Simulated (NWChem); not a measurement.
SiH2O2ClF; SMILES O[Si](O)(F)Cl

```xyz
7

O      0.2995    -1.0162     1.4242
Si    -0.0172    -0.3257    -0.0251
O     -1.5010    -0.7837    -0.5154
F      1.1176    -0.7803    -1.0748
Cl     0.0448     1.7082     0.0247
H      1.1841    -0.9295     1.7914
H     -1.7914    -1.6625    -0.2521
```
Atoms are numbered in this order, from 1.

Results from NWChem. Geometry optimised at PBE0/def2-SVP; all other runs use it. 

```
quantity                                                              level  value
-------------------------------------------------------  ------------------  -----
−ε(HOMO) (eV)                                                  PBE/def2-SVP   7.63
isotropic polarisability (bohr³), static                      PBE/def2-SVPD   47.0
vertical, lowest excitation, singlet (eV)                PBE/def2-SVPD, TDA   6.95
cavity-dispersion-structure term (kcal/mol) in n-hexane  PBE0/def2-SVP, SMD   -1.7
dipole (D)                                                    PBE0/def2-SVP   2.33
highest harmonic frequency (cm⁻¹)                             PBE0/def2-SVP   3940
```
